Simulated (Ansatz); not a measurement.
Computed with Ansatz.

A structure relaxed at PBE0-D4/def2-TZVP, charge 0, multiplicity 1:

Cartesian coordinates in Å:
```
N 1.390 -1.670 0.635
Si 0.157 -1.121 -0.398
O 0.570 -0.682 -1.938
Si -0.718 0.770 0.677
N -1.021 1.995 -0.463
Cl 0.660 1.548 2.009
Cl -2.357 0.271 1.834
H 1.880 -1.054 1.262
H 1.813 -2.580 0.570
H -0.828 -2.202 -0.621
H 1.170 0.060 -2.033
H -1.423 1.740 -1.352
H -1.295 2.923 -0.180
```

Question: Give its formula and SMILES.

Answer: Cl2H6N2OSi2, `N[SiH](O)[Si](N)(Cl)Cl`.

Question: Point group (tolerance 0.08 Å, 0.16 Å for H)?

Answer: C1.

Question: Summarise the bond lengths by kind.

Answer: 2 × N–Si 1.700 to 1.701 Å; 4 × H–N 1.006 to 1.008 Å; 1 × O–Si 1.654 Å; 1 × Si–Si 2.345 Å; 1 × H–Si 1.480 Å; 1 × H–O 0.959 Å; 2 × Cl–Si 2.067 to 2.069 Å.
